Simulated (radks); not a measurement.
Values are calculated unless marked as measured or tabulated.
Q: K11+, configuration [He] 2s2 2p4. Code: a radial shooting solver on a logarithmic mesh with Libxc functionals. Model: scalar-relativistic Kohn-Sham, r2SCAN, spin-polarised, spherical densities, finite nucleus; open shells are filled with parallel spins first; meta-GGA in the generalised Kohn-Sham scheme; Fermi nuclear charge, rms radius 3.4349 fm. Some entries of the table are withheld. Estimate them.

orbital  occ.  eigenvalue (Ry)  <r> (bohr)  <r^2> (bohr^2)
1s up       1              (1)     0.08094        0.008809
1s down     1              (2)     0.08074        0.008763
2s up       1        -49.97918      0.3654          0.1569
2s down     1        -48.97888      0.3684          0.1596
2p up       3        -45.15768      0.3231          0.1274
2p down     1        -43.90671      0.3271          0.1308

A: 
(1) 1s up eigenvalue (Ry): -288.2144
(2) 1s down eigenvalue (Ry): -287.6118
